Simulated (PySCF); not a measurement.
Predicted microwave data (PBE0-D3(BJ)/def2-SVP geometry optimisation, gas phase in PySCF 2.14.0) for one isomer of C6H10O2:

```
Rotational constants : A = 3409, B = 1373, C = 1051 MHz
Dipole components    : |μa| = 0.98 D, |μb| = 2.01 D, |μc| = 0.49 D
Inertial defect      : -35.55 u·Å²
κ                    : -0.73
```

Question: Which structure is it? (One computed conformer of each.)
A. `[CH3:1][C:2](=[O:3])[O:4][C@@H:5]1[CH2:6][C@@H:7]1[CH3:8]` with C1–C2–O4–C5 -178°, C2–O4–C5–C6 159°
B. `[CH2:1]=[C:2]([CH2:3][CH3:4])[O:5][C:6]([CH3:7])=[O:8]` with C1–C2–C3–C4 -114°, C1–C2–O5–C6 3°, C2–O5–C6–C7 179°
C. `[CH3:1][C:2](=[O:3])[CH:4]([CH3:5])[C:6]([CH3:7])=[O:8]` with C1–C2–C4–C5 -34°, C2–C4–C6–C7 85°

Answer: B. It is C=C(CC)OC(C)=O, an asymmetric top, point group C1. The candidates at the same level (rigid rotor, commonest isotopes):

| SMILES | A (MHz) | B (MHz) | C (MHz) | μa (D) | μb (D) | μc (D) | Δ (u·Å²) | point group | rotor |
| --- | --- | --- | --- | --- | --- | --- | --- | --- | --- |
| CC(=O)C(C)C(C)=O | 2526 | 1769 | 1404 | 0.09 | 0.93 | 1.17 | -125.85 | C1 | asymmetric top |
| C=C(CC)OC(C)=O | 3409 | 1373 | 1051 | 0.98 | 2.01 | 0.49 | -35.55 | C1 | asymmetric top |
| CC(=O)O[C@@H]1C[C@@H]1C | 3760 | 1365 | 1290 | 0.50 | 0.39 | 1.51 | -112.90 | C1 | near-prolate asymmetric top |

`CC(=O)O[C@@H]1C[C@@H]1C` has C 23 % too high; `CC(=O)C(C)C(C)=O` has C 34 % too high. No structure here is proved a minimum.
